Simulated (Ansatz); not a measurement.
HB, charge +1, doublet, at a GFN2-xTB geometry (a state made from the parent by changing its charge; the spin is typed, not shown lowest); MP2/6-311G** run with Ansatz (a quantum-chemistry and plane-wave program).

Input for Ansatz:
Ansatz 0.2 input:
```yaml
crystal:
  periodic: [false, false, false]
  atoms:
    - {symbol: B, position_ang: [-0.00000000, -0.00000000, -0.19907760]}
    - {symbol: H, position_ang: [0.00000000, 0.00000000, 0.99538801]}
basis:
  gaussian:
    orbitals: 6-311G__.json
total_charge: 1
magnetization: {spin_polarized: true, initial_magnetization: 1}
correlation: {method: mp2}
```
The basis file holds 6-311G** in the JSON format of the Basis Set Exchange.

It wrote (shortened):

```
Functional definition: HF
207 factors; integrals over basis functions are off by at most 7.0e-4 eV
mean field evaluation 1: about -674.6701 eV, gradient 6.6e0 eV
mean field evaluation 2: about -674.6703 eV, gradient 6.7e0 eV
mean field evaluation 4: about -675.3436 eV, gradient 8.3e-1 eV
mean field evaluation 8: about -675.3632 eV, gradient 5.5e-3 eV
mean field -675.36315270 eV, -24.8191380842 hartree, gradient 4.1e-6 eV, S^2 0.754466; 0 other end points of the search recorded, 0 dependent functions left out
1 core orbitals not correlated
reference -675.36315270 eV, -24.8191380842 hartree; 2, 1 occupied and 21, 22 virtual orbitals, 207 factors
second order -0.90196063 eV of doubles, -0.00000000 eV of singles
Total energy: -676.26511333 eV, -24.8522845260 hartree
```
